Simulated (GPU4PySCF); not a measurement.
A structure optimised at PBE-D3(BJ)/def2-TZVP, used in a GPU4PySCF frequency run:

```
C
N 1 1.3709
C 2 1.3511 1 119.39
C 3 1.3876 2 121.86 1 0.00
H 4 1.0896 3 119.10 2 180.00
H 3 1.0918 2 114.54 1 180.00
C 4 1.3970 5 121.40 3 180.00
H 7 1.0901 4 120.93 5 0.00
C 7 1.3902 8 120.39 4 180.00
H 9 1.0890 7 120.40 8 0.00
C 1 1.4599 2 114.54 3 180.00
N 11 1.3709 1 114.54 2 0.00
C 12 1.3511 11 119.39 1 -180.00
C 13 1.3876 12 121.86 11 0.00
H 14 1.0896 13 119.10 12 180.00
H 13 1.0918 12 114.54 11 -180.00
C 14 1.3970 15 121.40 13 180.00
H 17 1.0901 14 120.93 15 0.00
C 17 1.3902 18 120.39 14 180.00
H 19 1.0890 17 120.40 18 0.00
Pt 12 2.0138 13 125.33 16 0.00
Cl 21 2.2909 12 94.91 13 0.00
Cl 21 2.2909 2 94.91 3 0.00
```

Write its SMILES, formula and point group.

[Cl][Pt]1([Cl])<-[n]2ccccc2-c2cccc[n]->12, C10H8Cl2N2Pt, C2v

What are its rotational constants (standard atomic weights)?

0.48083, 0.40295, 0.21923 GHz
